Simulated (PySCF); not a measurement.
B(H)2(SeH) (BH₃Se), SMILES [SeH]B. Geometry optimised at PBE0-D3(BJ)/def2-TZVP.

TDDFT-LC-ωPBE/def2-TZVPD (PySCF 2.14.0) puts the lowest singlet excitations at 5.93, 6.06, 6.42, 6.62, 7.64, 7.99 eV.

### Question
What are the lowest excitation roots from PySCF with ADC(2)/aug-cc-pVDZ? (Estimate from the structure and the level; the computed values follow.)

### Answer
5.55, 6.13, 6.29, 7.01, 7.37, 7.84 eV. S1 differs by -0.38 eV (second minus first; roots are paired by order, and the bases may differ).
